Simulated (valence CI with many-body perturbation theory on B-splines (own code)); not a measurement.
# Hg⁷⁺: electric-dipole lines

Method: relativistic CI+MBPT: five valence electrons over a frozen Dirac-Fock core [Xe] 4f14, a basis of 7 s, 7 p, 8 d, 6 f, 4 g, 1 h functions for each j, with the one-electron correlation potential Σ1, the two-electron term Σ2, the three-electron term Σ3, Breit, model QED; selected CI, second order for the rest, scaled by the run's own slope (own B-spline code, finite nucleus).

No measured levels were compared; by estimate terms of the open shell hold to 2 to 4 % of their energy, and close levels can change places; different configurations can be misplaced against each other by 1,000 to 8,000 cm⁻¹. Among the levels kept, up to 1200 cm⁻¹ of a level comes from second order outside the variational space, and about a tenth of that is noise between levels of different J, which matters for small intervals. The list stops below the first excitations out of the core.

Lines 1 to 50 of 539 in falling wavelength, among levels below 346820 cm⁻¹, chosen from the strongest by gf and those to the six lowest levels. Wavelengths and rates use the calculated energies, so an error of 2000 cm⁻¹ moves a line at 145.3 nm by 2.9 % and its rate by three times that or more. Electric multipoles are in the length gauge, E1 and E2 with the static RPA response of the core. Weak lines are less certain than strong ones. Lines between different terms over intervals too small for the method are left out, as are lines whose strength nearly cancels. Where a level lies close to another of its J and parity, the split of strength between their lines is uncertain. The highest levels of a list are the least certain.

Levels are named by their leading jj configuration (3d3/2^4 stands for four electrons in 3d with j = 3/2), which in mixed levels can hold well under half, so a name can repeat and another be missing. Letters in brackets count levels of one name in rising energy.

```csv
λ vac (nm),Upper,Lower,A (s⁻¹),S (a.u.) with core polarisation,S without
145.3,(5d3/2^3 5d5/2 6p1/2) J=9/2,(5d3/2^2 5d5/2^2 6s) J=7/2 [d],7.12e+06,1.08e-01,1.32e-01
143.9,(5d3/2^2 5d5/2^2 6p1/2) J=7/2 [c],(5d3/2 5d5/2^3 6s) J=5/2 [b],5.63e+06,6.62e-02,8.16e-02
141.3,(5d3/2^2 5d5/2^2 6p1/2) J=3/2 [b],(5d3/2 5d5/2^3 6s) J=5/2 [a],1.19e+07,6.64e-02,8.13e-02
140.6,(5d3/2^2 5d5/2^2 6p1/2) J=9/2 [b],(5d3/2 5d5/2^3 6s) J=11/2 [b],8.19e+06,1.12e-01,1.38e-01
138.2,(5d3/2^2 5d5/2^2 6p1/2) J=13/2,(5d3/2 5d5/2^3 6s) J=11/2 [b],7.26e+06,1.32e-01,1.62e-01
135.9,(5d3/2^3 5d5/2 6p1/2) J=9/2,(5d3/2^2 5d5/2^2 6s) J=9/2 [b],5.34e+06,6.62e-02,8.06e-02
133.1,(5d3/2^2 5d5/2^2 6p1/2) J=5/2 [a],(5d3/2 5d5/2^3 6s) J=7/2 [a],1.44e+07,1.00e-01,1.23e-01
132.8,(5d3/2^2 5d5/2^2 6p1/2) J=9/2 [c],(5d3/2 5d5/2^3 6s) J=9/2 [b],6.04e+06,6.99e-02,8.60e-02
132.2,(5d3/2^2 5d5/2^2 6p1/2) J=3/2 [a],(5d3/2^2 5d5/2^2 6s) J=5/2 [b],1.60e+07,7.28e-02,8.85e-02
132.1,(5d3/2^2 5d5/2^2 6p1/2) J=11/2 [b],(5d3/2 5d5/2^3 6s) J=9/2 [b],5.97e+06,8.15e-02,1.03e-01
129.5,(5d3/2^2 5d5/2^2 6p1/2) J=7/2 [a],(5d3/2^2 5d5/2^2 6s) J=9/2 [d],1.12e+07,9.61e-02,1.17e-01
129.2,(5d3/2^3 5d5/2 6p1/2) J=7/2 [b],(5d3/2^2 5d5/2^2 6s) J=9/2 [b],8.19e+06,6.97e-02,8.48e-02
128.7,(5d3/2^2 5d5/2^2 6p1/2) J=5/2 [a],(5d3/2^2 5d5/2^2 6s) J=5/2 [e],1.22e+07,7.73e-02,9.58e-02
128.6,(5d3/2^4 6p1/2) J=1/2,(5d3/2^3 5d5/2 6s) J=1/2,9.27e+07,1.95e-01,2.38e-01
128.4,(5d3/2^2 5d5/2^2 6p1/2) J=9/2 [a],(5d3/2^2 5d5/2^2 6s) J=9/2 [d],7.92e+06,8.28e-02,1.02e-01
128.0,(5d3/2^2 5d5/2^2 6p1/2) J=7/2 [b],(5d3/2 5d5/2^3 6s) J=7/2 [a],1.65e+07,1.37e-01,1.67e-01
127.3,(5d3/2^2 5d5/2^2 6p1/2) J=5/2 [c],(5d3/2 5d5/2^3 6s) J=3/2 [a],1.42e+07,8.65e-02,1.06e-01
127.2,(5d3/2^2 5d5/2^2 6p1/2) J=9/2 [b],(5d3/2 5d5/2^3 6s) J=7/2 [b],7.81e+06,7.94e-02,9.72e-02
126.9,(5d3/2^3 5d5/2 6p1/2) J=1/2,(5d3/2^3 5d5/2 6s) J=3/2 [b],1.04e+08,2.09e-01,2.56e-01
126.6,(5d3/2^3 5d5/2 6p3/2) J=5/2 [a],(5d3/2 5d5/2^3 6s) J=5/2 [a],9.62e+06,5.78e-02,7.07e-02
126.6,(5d3/2^2 5d5/2^2 6p1/2) J=11/2 [b],(5d3/2 5d5/2^3 6s) J=9/2 [a],5.76e+06,6.92e-02,8.60e-02
126.2,(5d3/2^3 5d5/2 6p1/2) J=7/2 [a],(5d3/2^2 5d5/2^2 6s) J=5/2 [b],1.64e+07,1.30e-01,1.58e-01
126.1,(5d3/2^2 5d5/2^2 6p1/2) J=7/2 [e],(5d3/2 5d5/2^3 6s) J=9/2 [b],9.84e+06,7.79e-02,9.50e-02
125.7,(5d3/2^3 5d5/2 6p1/2) J=9/2,(5d3/2^2 5d5/2^2 6s) J=7/2 [c],2.98e+07,2.92e-01,3.57e-01
123.9,(5d3/2^2 5d5/2^2 6p1/2) J=7/2 [b],(5d3/2^2 5d5/2^2 6s) J=5/2 [e],1.07e+07,8.06e-02,9.98e-02
123.7,(5d3/2^3 5d5/2 6p1/2) J=9/2,(5d3/2^2 5d5/2^2 6s) J=7/2 [b],3.11e+07,2.91e-01,3.54e-01
123.5,(5d3/2^2 5d5/2^2 6p1/2) J=13/2,(5d3/2 5d5/2^3 6s) J=11/2 [a],1.43e+07,1.86e-01,2.29e-01
122.9,(5d3/2^2 5d5/2^2 6p1/2) J=5/2 [b],(5d3/2 5d5/2^3 6s) J=7/2 [a],1.32e+07,7.24e-02,8.82e-02
122.4,(5d3/2^3 5d5/2 6p1/2) J=5/2 [b],(5d3/2^2 5d5/2^2 6s) J=7/2 [c],1.33e+07,7.24e-02,8.92e-02
122.0,(5d3/2^2 5d5/2^2 6p1/2) J=3/2 [b],(5d3/2^2 5d5/2^2 6s) J=3/2 [c],3.07e+07,1.10e-01,1.36e-01
121.5,(5d3/2^2 5d5/2^2 6p1/2) J=5/2 [a],(5d3/2^2 5d5/2^2 6s) J=7/2 [e],2.27e+07,1.20e-01,1.48e-01
121.5,(5d3/2^2 5d5/2^2 6p1/2) J=9/2 [a],(5d3/2^2 5d5/2^2 6s) J=7/2 [d],1.35e+07,1.20e-01,1.47e-01
121.5,(5d3/2^2 5d5/2^2 6p1/2) J=1/2 [a],(5d3/2^2 5d5/2^2 6s) J=1/2 [b],3.66e+07,6.48e-02,7.91e-02
121.2,(5d3/2 5d5/2^3 6p1/2) J=7/2,(5d3/2 5d5/2^3 6s) J=9/2 [b],8.40e+06,5.91e-02,7.31e-02
121.1,(5d3/2^3 5d5/2 6p1/2) J=5/2 [b],(5d3/2^2 5d5/2^2 6s) J=5/2 [b],3.26e+07,1.71e-01,2.09e-01
120.5,(5d3/2^3 5d5/2 6p1/2) J=5/2 [b],(5d3/2^2 5d5/2^2 6s) J=7/2 [b],2.77e+07,1.44e-01,1.76e-01
118.6,(5d3/2^3 5d5/2 6p1/2) J=7/2 [b],(5d3/2^2 5d5/2^2 6s) J=5/2 [b],1.28e+07,8.47e-02,1.04e-01
118.3,(5d3/2^2 5d5/2^2 6p1/2) J=11/2 [a],(5d3/2^2 5d5/2^2 6s) J=9/2 [d],3.75e+07,3.68e-01,4.49e-01
118.1,(5d3/2^3 5d5/2 6p1/2) J=7/2 [b],(5d3/2^2 5d5/2^2 6s) J=7/2 [b],3.63e+07,2.36e-01,2.89e-01
117.8,(5d3/2^2 5d5/2^2 6p1/2) J=3/2 [a],(5d3/2^3 5d5/2 6s) J=5/2,1.03e+08,3.32e-01,4.08e-01
117.1,(5d3/2^3 5d5/2 6p3/2) J=5/2 [b],(5d3/2 5d5/2^3 6s) J=3/2 [a],1.20e+07,5.69e-02,6.97e-02
115.8,(5d3/2^2 5d5/2^2 6p1/2) J=7/2 [a],(5d3/2^2 5d5/2^2 6s) J=9/2 [b],3.61e+07,2.21e-01,2.72e-01
115.0,(5d3/2^3 5d5/2 6p1/2) J=9/2,(5d3/2^2 5d5/2^2 6s) J=9/2 [a],4.53e+07,3.40e-01,4.19e-01
114.9,(5d3/2^2 5d5/2^2 6p1/2) J=5/2 [d],(5d3/2 5d5/2^3 6s) J=5/2 [a],1.26e+07,5.65e-02,6.97e-02
114.4,(5d3/2^2 5d5/2^2 6p1/2) J=9/2 [b],(5d3/2^2 5d5/2^2 6s) J=9/2 [d],1.44e+07,1.07e-01,1.30e-01
114.1,(5d3/2^2 5d5/2^2 6p1/2) J=3/2 [d],(5d3/2^2 5d5/2^2 6s) J=5/2 [f],2.37e+07,6.94e-02,8.59e-02
113.7,(5d3/2^3 5d5/2 6p1/2) J=1/2,(5d3/2^3 5d5/2 6s) J=1/2,1.62e+08,2.35e-01,2.90e-01
113.6,(5d3/2^2 5d5/2^2 6p1/2) J=3/2 [b],(5d3/2^2 5d5/2^2 6s) J=1/2 [b],2.18e+07,6.32e-02,7.79e-02
113.4,(5d3/2^2 5d5/2^2 6p1/2) J=7/2 [b],(5d3/2^2 5d5/2^2 6s) J=9/2 [c],1.91e+07,1.10e-01,1.36e-01
113.3,(5d3/2^2 5d5/2^2 6p1/2) J=9/2 [c],(5d3/2 5d5/2^3 6s) J=7/2 [a],8.00e+07,5.74e-01,7.04e-01
```
